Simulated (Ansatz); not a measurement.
Coupled-cluster diagnostics for `Sc1ccc(-c2ccc(-c3ccc(S)s3)s2)s1`, Ansatz.

Geometry of the singlet (PBE-D4/def2-SVP):

| atom | x (Å) | y (Å) | z (Å) |
| --- | --- | --- | --- |
| S1 | 5.901 | 2.115 | 2.784 |
| C2 | 4.232 | 1.690 | 2.405 |
| C3 | 3.077 | 1.827 | 3.165 |
| C4 | 1.917 | 1.359 | 2.490 |
| C5 | 2.168 | 0.860 | 1.215 |
| C6 | 1.256 | 0.306 | 0.246 |
| C7 | 1.514 | -0.192 | -1.032 |
| C8 | 0.358 | -0.659 | -1.702 |
| C9 | -0.812 | -0.531 | -0.953 |
| C10 | -2.164 | -0.893 | -1.297 |
| C11 | -3.337 | -0.768 | -0.556 |
| C12 | -4.499 | -1.237 | -1.227 |
| C13 | -4.223 | -1.731 | -2.496 |
| S14 | -5.402 | -2.396 | -3.623 |
| S15 | -2.522 | -1.611 | -2.863 |
| S16 | -0.456 | 0.184 | 0.609 |
| S17 | 3.885 | 0.979 | 0.849 |
| H18 | 5.614 | 2.595 | 4.025 |
| H19 | 3.070 | 2.253 | 4.177 |
| H20 | 0.908 | 1.383 | 2.926 |
| H21 | 2.524 | -0.213 | -1.466 |
| H22 | 0.368 | -1.085 | -2.715 |
| H23 | -3.350 | -0.342 | 0.457 |
| H24 | -5.509 | -1.218 | -0.797 |
| H25 | -4.516 | -2.676 | -4.619 |

Correlated methods freeze 37 core orbitals.

(1) Estimate the CCSD(T) correlation energy, the shares of MP2 and (T), T1 and the reference's ⟨S²⟩ for: charge 0, singlet, own geometry in def2-SVP; and the rough time on 2 threads of AMD EPYC 7R13 on a shared host and a share (18 GiB) of an NVIDIA H100 80GB HBM3.

## Answers

(1) 
```csv
state,basis,correlation (eV),MP2 share (%),(T) share (%),T1,⟨S²⟩ (pure),wall time,remarks
"charge 0, singlet, own geometry",def2-SVP,-66.022,92.0,4.6,0.013,0.00 (0.00),25 s,restricted SCF unstable
```
Customary marks for T1 are 0.02 (closed shells), 0.045 (open shells) and about 0.05 (3d metals). T1 stays under 0.02 throughout.
